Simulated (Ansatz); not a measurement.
A further run on naphthyltetrahydrothiophenium benzoate (C25H28O3S).

```yaml
crystal:
  periodic: [false, false, false]
  atoms:
    - {symbol: C, position_ang: [6.735011, 2.339560, 1.060281]}
    - {symbol: C, position_ang: [5.327160, 2.022560, 0.556467]}
    - {symbol: C, position_ang: [4.392878, 3.237154, 0.574102]}
    - {symbol: C, position_ang: [2.979546, 2.934140, 0.102364]}
    - {symbol: O, position_ang: [2.392187, 2.009193, 1.016943]}
    - {symbol: C, position_ang: [1.151418, 1.527292, 0.767918]}
    - {symbol: C, position_ang: [0.367989, 1.895428, -0.324792]}
    - {symbol: C, position_ang: [-0.925070, 1.342959, -0.489798]}
    - {symbol: C, position_ang: [-1.424963, 0.425581, 0.416128]}
    - {symbol: S, position_ang: [-3.089569, -0.248471, 0.282352]}
    - {symbol: C, position_ang: [-3.918497, 0.633006, -1.115096]}
    - {symbol: C, position_ang: [-4.521080, 1.932516, -0.598605]}
    - {symbol: C, position_ang: [-5.041335, 1.646665, 0.815849]}
    - {symbol: C, position_ang: [-3.895494, 0.966472, 1.558757]}
    - {symbol: C, position_ang: [-0.643465, -0.013499, 1.533397]}
    - {symbol: C, position_ang: [-1.088252, -1.000051, 2.460437]}
    - {symbol: C, position_ang: [-0.304275, -1.358323, 3.545981]}
    - {symbol: C, position_ang: [0.963119, -0.755467, 3.749686]}
    - {symbol: C, position_ang: [1.439889, 0.184399, 2.847979]}
    - {symbol: C, position_ang: [0.657995, 0.571912, 1.724486]}
    - {symbol: H, position_ang: [7.221043, 3.124991, 0.443760]}
    - {symbol: H, position_ang: [6.715466, 2.708745, 2.107228]}
    - {symbol: H, position_ang: [7.388349, 1.444447, 1.035079]}
    - {symbol: H, position_ang: [5.377829, 1.619890, -0.479965]}
    - {symbol: H, position_ang: [4.875684, 1.214831, 1.170783]}
    - {symbol: H, position_ang: [4.800747, 4.042451, -0.075492]}
    - {symbol: H, position_ang: [4.340958, 3.663342, 1.600246]}
    - {symbol: H, position_ang: [2.992782, 2.490400, -0.920817]}
    - {symbol: H, position_ang: [2.362841, 3.861631, 0.060127]}
    - {symbol: H, position_ang: [0.732807, 2.613785, -1.069287]}
    - {symbol: H, position_ang: [-1.515553, 1.656202, -1.360584]}
    - {symbol: H, position_ang: [-3.184115, 0.702840, -1.934562]}
    - {symbol: H, position_ang: [-4.678446, -0.106176, -1.437339]}
    - {symbol: H, position_ang: [-3.744424, 2.725999, -0.562223]}
    - {symbol: H, position_ang: [-5.321271, 2.285698, -1.281114]}
    - {symbol: H, position_ang: [-5.922525, 0.971200, 0.760743]}
    - {symbol: H, position_ang: [-5.375357, 2.568308, 1.336176]}
    - {symbol: H, position_ang: [-4.209643, 0.349646, 2.422115]}
    - {symbol: H, position_ang: [-3.118632, 1.682561, 1.887902]}
    - {symbol: H, position_ang: [-2.031008, -1.528201, 2.260626]}
    - {symbol: H, position_ang: [-0.660310, -2.133721, 4.240807]}
    - {symbol: H, position_ang: [1.576608, -1.047860, 4.615333]}
    - {symbol: H, position_ang: [2.427610, 0.646264, 2.980536]}
    - {symbol: O, position_ang: [-1.613983, -2.810351, 0.139565]}
    - {symbol: C, position_ang: [-1.730148, -2.491738, -1.059750]}
    - {symbol: O, position_ang: [-2.263435, -1.396480, -1.502851]}
    - {symbol: C, position_ang: [-1.207494, -3.434031, -2.132234]}
    - {symbol: C, position_ang: [-0.600096, -4.642971, -1.744572]}
    - {symbol: C, position_ang: [-0.109228, -5.531955, -2.711135]}
    - {symbol: C, position_ang: [-0.222311, -5.218673, -4.076752]}
    - {symbol: C, position_ang: [-0.827939, -4.013272, -4.470122]}
    - {symbol: C, position_ang: [-1.317743, -3.124865, -3.501055]}
    - {symbol: H, position_ang: [-0.529301, -4.851076, -0.666255]}
    - {symbol: H, position_ang: [0.365435, -6.476643, -2.401820]}
    - {symbol: H, position_ang: [0.162505, -5.916589, -4.837320]}
    - {symbol: H, position_ang: [-0.916982, -3.767082, -5.540254]}
    - {symbol: H, position_ang: [-1.795933, -2.174554, -3.780402]}
basis:
  gaussian: {orbitals: STO-3G}
hamiltonian: {xc: {name: B3LYP5}}
output: {forces: true}
```

```sh
$ ansatz run in.yaml --threads 2 --pin off --events-out ev --progress --plain --max-ram 32768MiB --backend cuda --devices 0, --max-vram 18GiB
```

It prints (some lines left out):

```
Functional definition: B3LYP5
2539 factors; integrals over basis functions are off by at most 4.9e-5 eV
mean field evaluation 1: about -42802.1351 eV, gradient 4.2e1 eV
mean field evaluation 2: about -42620.1742 eV, gradient 1.6e2 eV
mean field evaluation 4: about -42808.3223 eV, gradient 8.6e0 eV
mean field evaluation 8: about -42808.6932 eV, gradient 5.4e-1 eV
mean field evaluation 16: about -42808.2956 eV, gradient 2.2e-3 eV
mean field -42808.29556482 eV, -1573.1758455021 hartree, gradient 8.8e-5 eV, S^2 0.000000; 0 other end points of the search recorded, 0 dependent functions left out
reference -42808.29612483 eV, -1573.1758660822 hartree; 109, 109 occupied and 68, 68 virtual orbitals, 2539 factors
Total energy: -42808.29612483 eV, -1573.1758660822 hartree
Atom 0 force     1.228026     0.418454     0.489551 eV/Å
Atom 1 force    -0.443660    -1.364667    -0.548855 eV/Å
Atom 2 force     0.822805     1.568205     0.625745 eV/Å
Atom 3 force    -1.007660     0.576319    -1.827323 eV/Å
Atom 4 force     1.701861    -0.769246     2.451174 eV/Å
Atom 5 force    -1.121108     0.209000    -1.112696 eV/Å
Atom 6 force    -0.214853     0.280270    -0.605325 eV/Å
Atom 7 force    -0.119191     0.190177    -0.315707 eV/Å
Atom 8 force     0.348617     0.366911    -0.190492 eV/Å
Atom 9 force     0.339417    -2.424622    -0.947473 eV/Å
Atom 10 force    -0.159925    -0.872095    -0.984775 eV/Å
Atom 11 force    -0.108595     1.325712    -0.838373 eV/Å
Atom 12 force    -1.146478     0.180466     0.796848 eV/Å
Atom 13 force     0.381637     0.295999     1.070561 eV/Å
Atom 14 force     0.329992     0.124049     0.065859 eV/Å
Atom 15 force    -0.292521    -0.456571     0.241435 eV/Å
Atom 16 force    -0.304566    -0.377202     0.145121 eV/Å
Atom 17 force     0.455791     0.066426     0.309673 eV/Å
Atom 18 force     0.349957    -0.056006     0.356206 eV/Å
Atom 19 force    -0.323735    -0.403849     0.303319 eV/Å
Atom 20 force    -0.209004    -0.243466     0.135212 eV/Å
Atom 21 force    -0.061281    -0.126863    -0.309806 eV/Å
Atom 22 force    -0.251646     0.174184    -0.033767 eV/Å
Atom 23 force     0.049176     0.166781     0.261182 eV/Å
Atom 24 force     0.119323     0.208854    -0.050265 eV/Å
Atom 25 force    -0.087316    -0.236112     0.121579 eV/Å
Atom 26 force     0.027196    -0.169664    -0.238142 eV/Å
Atom 27 force     0.071579     0.132089    -0.059340 eV/Å
Atom 28 force     0.113856     0.111402    -0.080714 eV/Å
Atom 29 force    -0.040806    -0.089801     0.104369 eV/Å
Atom 30 force     0.041884     0.037999     0.045681 eV/Å
Atom 31 force    -0.086111     0.167799     0.067273 eV/Å
Atom 32 force    -0.053434     0.331277    -0.017507 eV/Å
Atom 33 force    -0.176635    -0.195480    -0.003604 eV/Å
Atom 34 force     0.119582    -0.118996     0.173993 eV/Å
Atom 35 force     0.243955     0.140292     0.001724 eV/Å
Atom 36 force     0.119494    -0.095200    -0.199889 eV/Å
Atom 37 force    -0.028904     0.206448    -0.196880 eV/Å
Atom 38 force    -0.256166    -0.068698    -0.024141 eV/Å
Atom 39 force     0.007734     0.065650     0.040682 eV/Å
Atom 40 force     0.043768     0.060786    -0.029721 eV/Å
Atom 41 force    -0.064919     0.011003    -0.063048 eV/Å
Atom 42 force    -0.010657     0.002134    -0.029063 eV/Å
Atom 43 force     0.356916    -1.085952     3.280430 eV/Å
Atom 44 force     0.318280    -0.556103    -0.236253 eV/Å
Atom 45 force    -1.678988     3.479728    -0.630052 eV/Å
Atom 46 force     0.406761    -0.733003    -1.012216 eV/Å
Atom 47 force     0.062418    -0.111297     0.090881 eV/Å
Atom 48 force     0.202076    -0.403052     0.165742 eV/Å
Atom 49 force     0.134325    -0.249578    -0.286614 eV/Å
Atom 50 force    -0.045174     0.128995    -0.449180 eV/Å
Atom 51 force    -0.047200     0.091039    -0.139496 eV/Å
Atom 52 force    -0.001088    -0.008514    -0.019190 eV/Å
Atom 53 force    -0.042164     0.086271    -0.053825 eV/Å
Atom 54 force    -0.048264     0.088136     0.099370 eV/Å
Atom 55 force     0.019263    -0.045543     0.104224 eV/Å
Atom 56 force     0.016362    -0.031276    -0.014104 eV/Å
Dipole moment:    -0.213589     1.827538     0.456372 e Å
```

It took 9 s on 2 threads of AMD EPYC 7R13 on a shared host and a share (18 GiB) of an NVIDIA H100 80GB HBM3, peak host memory 1.2 GiB.
